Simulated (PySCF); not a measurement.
# Working out the electron affinity of Tl

Tl⁻ [Xe] 4f14 5d10 6s2 6p2 (3P) → Tl [Xe] 4f14 5d10 6s2 6p1 (2P). Calculation: PySCF 2.14, in def2-TZVPPD with the def2 core potential (60 electrons) (7s5p4d2f, 56 functions); a scalar-relativistic core potential. Frozen: nothing. Energies in hartree (1 hartree = 27.21139 eV):

```tsv
part	Tl⁻ (lower)	Tl (upper)
UHF	-171.510968	-171.515042
MP2 opposite-spin	-0.276728	-0.273922
MP2 same-spin	-0.157573	-0.150482
```

Question: What does Hartree-Fock give?

Answer: (-171.515042) − (-171.510968) = -0.004074 hartree = -0.111 eV.

Question: What do MP2 and SCS-MP2 (6/5 opposite-spin, 1/3 same-spin) give?

Answer: The opposite-spin parts differ by 0.076 eV and the same-spin parts by 0.193 eV. MP2: -0.111 + (0.076) + (0.193) = 0.158 eV. SCS-MP2: -0.111 + 1.2 × (0.076) + (0.193)/3 = 0.045 eV.

Reference: 0.320 eV (measured; photodetachment measurements, as compiled on the Wikipedia data page of electron affinities), between the lowest levels; spin-orbit coupling is absent from the calculation.

What remains against the reference includes basis incompleteness and correlation beyond second order.
